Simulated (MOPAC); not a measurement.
Input for MOPAC: PM7 on GeH2O (SMILES [OH][GeH]), a point of a bond scan (R = 1.686 Å).

```
PM7 1SCF PRECISE CHARGE=0 THREADS=1
GeH2O

Ge    -0.23528061 1    -0.20095819 1     0.24734314 1
H     -1.41085702 1    -0.03172168 1    -0.85873679 1
O      1.02522544 1     0.68082931 1    -0.68889534 1
H      0.52263898 1     1.26693921 1    -2.18722002 1
```

Program output:

```
*******************************************************************************
 **                                                                           **
 **                              MOPAC v23.2.5                                **
 **                                                                           **
 *******************************************************************************
 ** MOPAC's Digital Object Identifier: https://doi.org/10.5281/zenodo.6511958 **
 **                                                                           **
 ** Please cite the open-source release paper for use of this MOPAC version:  **
 ** J. E. Moussa and J. J. P. Stewart (2026)                                  **
 ** MOPAC: An open-source semiempirical molecular orbital program             **
 ** J. Open Source Softw., 11(119), 8025, https://doi.org/10.21105/joss.08025 **
 *******************************************************************************

                              PM7 CALCULATION RESULTS

 *******************************************************************************
 *  PM7        - The PM7 Hamiltonian to be used
 *
 *
 *
 *                 CHARGE ON SYSTEM = 0
 *
 *
 *
 *  PRECISE    - TIGHTER CRITERIA TO BE USED
 *  1SCF       - DO 1 SCF AND THEN STOP
 *  THREADS=1  - MULTI-THREADING NOT USED
 *  T=         - A TIME OF 172800.0 SECONDS REQUESTED
 *  DUMP=N     - RESTART FILE WRITTEN EVERY 7200.0 SECONDS REQUESTED
 *******************************************************************************
PM7 1SCF PRECISE CHARGE=0 THREADS=1
 GeH2O

   ATOM   CHEMICAL          X               Y               Z
  NUMBER   SYMBOL      (ANGSTROMS)     (ANGSTROMS)     (ANGSTROMS)

     1      Ge         -0.23528061  *  -0.20095819  *   0.24734314  *
     2       H         -1.41085702  *  -0.03172168  *  -0.85873679  *
     3       O          1.02522544  *   0.68082931  *  -0.68889534  *
     4       H          0.52263898  *   1.26693921  *  -2.18722002  *



          CARTESIAN COORDINATES

    NO.       ATOM           X           Y           Z

     1        Ge         -0.2353     -0.2010      0.2473
     2         H         -1.4109     -0.0317     -0.8587
     3         O          1.0252      0.6808     -0.6889
     4         H          0.5226      1.2669     -2.1872

 General Reference for PM7:
 "Optimization of Parameters for Semiempirical Methods VI: More Modifications to the
 NDDO Approximations and Re-optimization of Parameters", J. J. P. Stewart, J. Mol. Mod., 1:32, 19 (2013)
 https://link.springer.com/article/10.1007/s00894-012-1667-x

           Empirical Formula: H2 O Ge  =     4 atoms



      MOLECULAR POINT GROUP   :   Cs


      RHF CALCULATION, NO. OF DOUBLY OCCUPIED LEVELS = 6


 -------------------------------------------------------------------------------
 PM7 1SCF PRECISE CHARGE=0 THREADS=1
 GeH2O



     1SCF WAS SPECIFIED, SO BFGS WAS NOT USED
     SCF FIELD WAS ACHIEVED


                              PM7 CALCULATION
                                                       MOPAC v23.2.5 Linux




          FINAL HEAT OF FORMATION =         87.26866 KCAL/MOL =     365.13209 KJ/MOL


          COSMO AREA              =         91.92 SQUARE ANGSTROMS
          COSMO VOLUME            =         76.96 CUBIC ANGSTROMS

          IONIZATION POTENTIAL    =          8.137996 EV
          HOMO LUMO ENERGIES (EV) =         -8.138 -0.727
          NO. OF FILLED LEVELS    =          6
          MOLECULAR WEIGHT        =         90.6052         POINT GROUP:  Cs

          MOLECULAR DIMENSIONS (Angstroms)

            Atom       Atom       Distance
            H     4   Ge     1     2.94215
            O     3    H     2     2.40026
            O     3    H     4     0.00000


          SCF CALCULATIONS        =          1





   ATOM   CHEMICAL          X               Y               Z
  NUMBER   SYMBOL      (ANGSTROMS)     (ANGSTROMS)     (ANGSTROMS)

     1      Ge         -0.23528061  *  -0.20095819  *   0.24734314  *
     2       H         -1.41085702  *  -0.03172168  *  -0.85873679  *
     3       O          1.02522544  *   0.68082931  *  -0.68889534  *
     4       H          0.52263898  *   1.26693921  *  -2.18722002  *

                             CARTESIAN COORDINATES

   1   Ge       -0.235280610    -0.200958190     0.247343140
   2    H       -1.410857020    -0.031721680    -0.858736790
   3    O        1.025225440     0.680829310    -0.688895340
   4    H        0.522638980     1.266939210    -2.187220020


           Empirical Formula: H2 O Ge  =     4 atoms



      MOLECULAR POINT GROUP   :   Cs


                  EIGENVALUES
 -23.80547 -16.58203 -12.15785 -10.40571  -9.96638  -8.13800  -0.72653  -0.18157
   1.83798   2.66723


              NET ATOMIC CHARGES AND DIPOLE CONTRIBUTIONS

  ATOM NO.   TYPE          CHARGE      No. of ELECS.   s-Pop       p-Pop
    1         Ge           0.441490        3.5585     1.76723     1.79128
    2          H          -0.068154        1.0682     1.06815
    3          O          -0.791678        6.7917     1.87620     4.91547
    4          H           0.418342        0.5817     0.58166
 DIPOLE           X         Y         Z       TOTAL
 POINT-CHG.    -2.885    -0.459    -0.970     3.078
 HYBRID        -0.106     0.820    -1.706     1.896
 SUM           -2.991     0.361    -2.676     4.030


          ATOMIC ORBITAL ELECTRON POPULATIONS

     Atom    s        px        py        pz
    1 Ge   1.76723   0.58842   0.31469   0.88817
    2  H   1.06815
    3  O   1.87620   1.69260   1.73677   1.48610
    4  H   0.58166

 **********************
 *                    *
 * JOB ENDED NORMALLY *
 *                    *
 **********************




 == MOPAC DONE ==
```

The run finished.

Cost: about 0.020 core-seconds (a rough figure).
